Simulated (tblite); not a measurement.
C3HF2N2S2 (doublet state).
Cartesian coordinates in Å at the GFN2-xTB level; atoms count from 1:
```
atom  x, y, z in Å
F1    -2.3754   -0.2224    1.5319
C2    -1.8578    0.0391    0.3236
F3    -2.8847    0.1502   -0.5288
S4    -0.7432   -1.3247   -0.2051
C5     0.7615   -0.4567   -0.2140
C6     2.0177   -1.0137   -0.5405
N7     3.0121   -0.2310   -0.4972
S8     2.4716    1.2667   -0.0432
N9     0.8942    0.8196    0.0823
H10   -1.2871    0.9776    0.3562
```

The geometry is computed with GFN2-xTB (gas phase). This method treats the open shell by occupation alone, without spin polarisation.

Take the most abundant isotopes and a rigid rotor. The values belong to one conformer with, in the numbering `[F:1][CH:2]([F:3])[S:4][c:5]1[c:6][n:7][s:8][n:9]1`, F1–C2–S4–C5 -114°, C2–S4–C5–C6 179°.

Q: What are A, B and C (MHz)?

A: Ia = 166.97, Ib = 783.95, Ic = 863.77 u·Å²; 505379 MHz·u·Å²/I gives A = 3027, B = 644.7, C = 585.1 MHz.

Q: What kind of rotor is it?

A: A near-prolate asymmetric top; Ray's κ = -0.951.

Q: Is it planar, by Δ = Ic − Ia − Ib?

A: Not planar: Δ = Ic − Ia − Ib = -87.16 u·Å². For a rigid frame Δ = −2 Σ m c², so Σ m c² = 43.58 u·Å² lies off the ab plane: 0.04 from hydrogen and 43.54 from heavier atoms. The atom farthest from that plane is 1.09 Å away.

Q: Give the other two planar moments, Paa and Pbb, and the rms extents of the mass along the axes.

A: Paa = Σ m a² = (Ib + Ic − Ia)/2 = 740.38 and Pbb = Σ m b² = (Ia + Ic − Ib)/2 = 123.40 u·Å². With the mass M = 166.95 u, the rms extents √(P/M) along a, b and c are 2.11, 0.86, 0.51 Å.

For this open shell read J as N, the rotation without spin; fine and hyperfine splittings come on top. Its GFN2-xTB frequencies are all real (lowest 16 cm⁻¹). These are rigid-rotor constants of the computed structure; measured ground-state constants (B0) also hold zero-point vibration.
